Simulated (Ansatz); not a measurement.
Reaction (formal hydrolysis of a Ge–F bond): `[OH][GeH]([F])[F]` + H₂O → `[OH][GeH]([OH])[F]` + H–F

Computed with Ansatz on PBE0-D4/def2-TZVP structures; ΔE is electronic, products minus reactants. CCSD(T)/CBS is the MP2 limit (def2-TZVPP, def2-QZVPP) plus CCSD(T) − MP2 in def2-TZVPP, frozen cores. This one scheme is used for every species. Functionals use def2-TZVPP. For Ge outer-core shells are correlated without core-valence functions, which leaves a few kJ/mol of doubt a bond. Scalar relativity is left out up to krypton. Each species was taken in one conformer, which may not be the lowest.

```csv
level,ΔE (kJ/mol)
B97M-V,33.8
MP2/def2-SVP,30.0
```

(1) What does CCSD(T)/CBS give? (Estimate.)

Largest T1 diagnostic among the species: 0.012.

## Answers

(1) Computed: +24.8 kJ/mol. The listed levels differ from it by 9.0, 5.2 kJ/mol.

Leaving LDA and LC-ωPBE aside and taking each functional with its dispersion term where it has one, the values, not all of them listed here, spread over 7.8 kJ/mol, from PBE-QIDH to B97M-V. LDA lies −5.5 kJ/mol from PBE without D4. At CCSD(T), def2-SVP lies +6.4 kJ/mol from the extrapolated value and def2-TZVPP +0.7 kJ/mol. In def2-TZVPP, CCSD(T) changes the Hartree–Fock value by −8.8 kJ/mol (the triples alone add −1.0 kJ/mol) and MP2 by −10.4 kJ/mol.
